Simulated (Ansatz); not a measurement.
`C=CB(Cl)Cl` + HBr → `ClB(Cl)Br` + `C=C` at 400 K and 1 bar (ligand exchange at a B–C bond).

Calculated with Ansatz (gas phase, PBE0-D4/def2-TZVP geometries, no zero-point term in ΔE). CBS: MP2 limit from def2 TZ/QZ plus the TZ coupled-cluster correction, frozen cores. This one scheme is used for every species. For Br outer-core shells are correlated without core-valence functions, which leaves a few kJ/mol of doubt a bond. Scalar relativity is left out up to krypton. Each species was taken in one conformer, which may not be the lowest.

```tsv
species	CCSD(T)/CBS energy (Eh)	H − E (kJ/mol)	S (J/(mol·K))
`C=CB(Cl)Cl`	-1022.33002	157.0	355.4
HBr	-2573.91920	27.6	207.2
`ClB(Cl)Br`	-3517.78256	40.2	330.0
`C=C`	-78.48111	149.4	232.7
```

H − E and S are ideal-gas, rigid-rotor, harmonic terms from PBE0-D4/def2-TZVP, for one conformer and one mirror image of each species. 1 Eh = 2625.50 kJ/mol, R = 8.31446 J/(mol·K).

Problem. By hand: ΔE, ΔH, ΔS and ΔG.

Solution. ΔE = (-3517.78256) + (-78.48111) − (-1022.33002) − (-2573.91920) = -0.01445 Eh = -37.9 kJ/mol. Δ(H − E) = 40.2 + 149.4 − 157.0 − 27.6 = 5.0, so ΔH = -32.9 kJ/mol. ΔS = 330.0 + 232.7 − 355.4 − 207.2 = 0.1 J/(mol·K). ΔG = -32.9 − 400 × (0.1)/1000 = -32.9 kJ/mol.

Problem. By hand: the equilibrium constant, and the temperature at which ΔG would vanish if ΔH and ΔS stayed fixed.

Solution. log₁₀ K = −ΔG/(RT ln 10) = 4.3. ΔH and −TΔS have one sign here, so there is no such temperature.

The number of gas molecules stays the same, so ΔS is small and ΔH decides. A doubt of 5 kJ/mol in ΔE shifts log₁₀ K by 0.7 here. Other conformers and mirror images would add mixing entropy, several J/(mol·K) or more a flexible species. These are equilibria of isolated gas molecules and say nothing of rates. Largest T1 diagnostic: 0.012 (customary marks: 0.02 for closed shells, 0.045 for open ones).

ΔS is within the doubt of such terms, so its sign, and with it that verdict, could turn.
